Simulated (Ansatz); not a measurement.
Saddle point of GeH$_{4}$Se, singlet (GeH₂ + H₂Se → GeH₄Se ([GeH3][SeH]); bonds formed: Ge1–H2; dative contacts that become bonds: Ge1–Se3; bonds broken: H2–Se3), PBE0-D4/def2-TZVP structure:

Ge1  (1.103, 0.317, 0.085)
H2  (0.003, 0.108, -1.183)
Se3  (-1.309, -0.809, -0.459)
H4  (0.600, 0.984, 1.398)
H5  (1.603, -1.085, 0.543)
H6  (-2.000, 0.485, -0.384)
(Å)

Energies are electronic, without zero-point energy. Barriers and step energies count from the start structure reached by relaxing down the imaginary mode; all methods use the PBE0-D4 structures, on which another method's saddle can fall below an end. Computed with Ansatz 0.2.0 (basis: def2-TZVPP, with def2-QZVPP for the basis limit); correlated methods freeze the cores. Filled d shells of the heavier atoms are correlated. The def2 sets are not built for correlating such inner shells, so the correlated values are less sure here. B3LYP uses VWN-RPA correlation. Extrapolation: Hartree–Fock as exp(−7.88 √X), correlation as X^−2.97.

```
      method  barrier (eV)  step energy (eV)
       SPW92         0.251            -1.472
      PBE-D4         0.339            -1.431
     BLYP-D4         0.412            -1.334
   r2SCAN-D4         0.360            -1.621
      B97M-V         0.458            -1.639
     PBE0-D4             ?            -1.597
    B3LYP-D4         0.510            -1.483
  r2SCAN0-D4         0.479            -1.701
    BHLYP-D4         0.677            -1.661
CAM-B3LYP-D4         0.614            -1.609
     wB97X-V         0.668            -1.711
     wB97M-V         0.664            -1.568
      B2PLYP         0.508            -1.626
    PBE-QIDH             ?            -1.784
  RPA on PBE         0.532            -1.622
          HF         0.980            -1.874
         MP2             ?            -1.810
        CCSD         0.636            -1.729
     CCSD(T)         0.535            -1.708
```

Problem. Fill in the withheld barriers. (To be estimated.)

Solution. The calculation gives: MP2 0.482; PBE0-D4 0.469; PBE-QIDH 0.533 eV. Each is the energy of the saddle less that of the start structure, by the same method.

For comparison, the barrier by CCSD(T) at an estimated basis limit (MP2 extrapolated from triple and quadruple zeta, plus CCSD(T) − MP2 in triple zeta) is 0.521 eV.

No T1 diagnostic of these runs exceeds 0.013. The restricted Hartree–Fock reference is unstable towards an unrestricted one at one or more of these structures.

Losses and insertions of silylenes and their heavier kin drive the gas-phase chemistry of silicon and germanium vapour deposition.

Labels in which every atom is bracketed show which atoms are joined, not bond orders.

For scale, one of the runs: CCSD(T)/def2-TZVPP, 152 basis functions, launched by `ansatz run in.yaml --threads 2 --pin off --events-out ev --progress --plain --max-ram 4352MiB`. Hardware: 2 CPU threads of an Arm Neoverse V2, shared host. Wall time 31 s; peak host memory 1 GiB.
